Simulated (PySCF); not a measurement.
A structure optimised at r2SCAN-D4/def2-TZVP, used in a PySCF frequency run:

```
Hg
Br 1 2.3748
```
Charge +1, spin multiplicity 1.

Task: Write its SMILES, formula and point group.

Result: [Br][Hg+], BrHg, C∞v

Task: What are its rotational constants (standard atomic weights)?

Result: 1.5682 GHz (linear rotor, B only)
